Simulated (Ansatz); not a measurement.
Ni₂O₂⁺, relaxed as a quartet with UKS r2SCAN-D4/def2-SVP in Ansatz, starting from the r2SCAN-D4/def2-SVP geometry of the charge +1 doublet. Force threshold 0.02 eV/Å.

The charge 1 quartet is spin-contaminated (final ⟨S²⟩ up to 3.92, 3.75 for a pure state). The structure comes from a short search, and lower isomers may exist.

Start:

```xyz
4

Ni   -0.662    0.814    0.616
Ni    0.730   -0.869   -0.671
O     0.894    0.827   -0.115
O    -0.962   -0.772    0.170
```

| step | energy (eV) | largest force component (eV/Å) | SCF passes |
| --- | --- | --- | --- |
| 1 | -86155.7802 | 0.502 | 230 |
| 2 | -86155.7895 | 0.363 | 85 |
| 3 | -86155.8101 | 0.146 | 89 |
| 4 (rejected) | -86155.8015 | 0.262 | 99 |
| 5 | -86155.8160 | 0.043 | 94 |
| 6 (rejected) | -86155.8146 | 0.140 | 92 |
| 7 | -86155.8162 | 0.015 | 99 |

Force components are those of the run's own axes.

End:

Cartesian coordinates in Å:
```
Ni -0.689 0.839 0.638
Ni 0.691 -0.841 -0.641
O 0.927 0.804 -0.139
O -0.929 -0.802 0.142
```

By distances, no bond broke or formed. The bond that changes most is Ni2–O4, from 1.89 to 1.80 Å (atoms count from 1).

No frequencies were taken in this run, so the end may be a saddle point.

It took 80 s on 4 threads of Arm Neoverse V1 on a shared host.
